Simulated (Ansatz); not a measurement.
Ansatz (a program for electronic structure) input (B3LYP/LANL2DZ): The .json file is the Basis Set Exchange's LANL2DZ.

Ansatz 0.2 input:
```yaml
crystal:
  periodic: [false, false, false]
  atoms:
    - {symbol: B, position_ang: [-0.66503886, 0.05057511, -0.01894431]}
    - {symbol: N, position_ang: [0.70388039, 0.07004987, 0.02414072]}
    - {symbol: H, position_ang: [-1.37605239, -0.96558513, -0.07461875]}
    - {symbol: H, position_ang: [-1.30721419, 1.10293443, -0.00402462]}
    - {symbol: H, position_ang: [1.08129813, -0.88057398, 0.00437982]}
basis:
  gaussian:
    orbitals: LANL2DZ.json
hamiltonian:
  xc: {name: B3LYP}
total_charge: -1
output: {forces: true}
```

Output:

```
WARN ansatz: RAYON_NUM_THREADS=1 ignored (pool sized by the plan → 1); use --threads N
Functional definition: B3LYP
integrals: 0.00 GiB planned
310 factors; integrals over basis functions are off by at most 4.6e-4 eV
mean field: 0.06 GiB planned
mean field evaluation 1: about -2214.1332 eV, gradient 1.7e1 eV
mean field evaluation 2: about -2212.8048 eV, gradient 3.0e1 eV
mean field evaluation 4: about -2214.9612 eV, gradient 8.5e-1 eV
mean field evaluation 8: about -2214.9478 eV, gradient 2.2e-3 eV
mean field -2214.94783175 eV, -81.3978314711 hartree, gradient 4.5e-5 eV, S^2 0.000000; 0 other end points of the search recorded, 0 dependent functions left out
the calculation of the forces begins
reference -2214.94803020 eV, -81.3978387640 hartree; 8, 8 occupied and 16, 16 virtual orbitals, 310 factors
Total energy: -2214.94803020 eV, -81.3978387640 hartree
Atom 0 at    -0.665039     0.050575    -0.018944 Å, force    -1.125123     0.265905    -0.026082 eV/Å
Atom 1 at     0.703880     0.070050     0.024141 Å, force     0.735534     0.277277     0.031980 eV/Å
Atom 2 at    -1.376052    -0.965585    -0.074619 Å, force    -0.050411    -0.011136    -0.001931 eV/Å
Atom 3 at    -1.307214     1.102934    -0.004025 Å, force    -0.041427    -0.048287    -0.002882 eV/Å
Atom 4 at     1.081298    -0.880574     0.004380 Å, force     0.481426    -0.483760    -0.001085 eV/Å
Dipole moment:     0.057559    -0.372495    -0.010544 e Å
```

The dipole moment of an ion depends on the origin.
